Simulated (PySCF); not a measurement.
A PySCF script (with the pyscf-properties extension) for the NMR shieldings of SMILES [Na][K], KNa, on a GFN2-xTB geometry:

```python
import basis_set_exchange as bse
import numpy as np
from pyscf import gto, dft
from pyscf.prop import nmr

atoms = """
Na    1.525745   -0.002592   -0.003201
K    -1.522989    0.003860   -0.010947
"""
names = dict.fromkeys(["Na", "K"], "pcSseg-1")
basis = {el: gto.basis.parse(bse.get_basis(n, elements=[el], fmt="nwchem")) for el, n in names.items()}
mol = gto.M(atom=atoms, basis=basis, charge=0, verbose=0)
mf = dft.RKS(mol, xc="PBE0")
mf.grids.level = 2
mf.grids.alignment = dft.numint.BLKSIZE   # the property module wants whole blocks of grid points
mf.conv_tol = 1e-9
mf.kernel()

calc = nmr.RKS(mf)   # GIAO
C = mf.mo_coeff
Co = C[:, mf.mo_occ > 0]
resp = mf.gen_response(singlet=True, hermi=2)
def vind(x):   # induced exchange potential for any number of trial vectors
    d = np.einsum("pi,xij,qj->xpq", C, 2 * x.reshape(-1, C.shape[1], Co.shape[1]), Co, optimize=True)
    return np.einsum("xpq,pi,qj->xij", resp(d - d.transpose(0, 2, 1)), C, Co, optimize=True).ravel()
mo1, _ = nmr.rhf.solve_mo1(calc, with_cphf=vind)
sigma = calc.kernel(mo1)
for i, s in enumerate(sigma):   # ppm
    print("%2d %-2s %9.2f" % (i, mol.atom_pure_symbol(i), np.trace(s) / 3))
```

Question: Give the expected output.

Answer: 
```
 0 Na    611.99
 1 K    1240.15
```

These numbers come from an equivalent density-fitted implementation of the same equations, which agrees with the script to about 0.01 ppm for H and up to a few tenths of a ppm for heavy atoms, so last digits may differ.

Size and cost of the density-fitted run: 54 basis functions, 1.6 s wall time on 1 thread of an x86-64 server CPU, shared host.
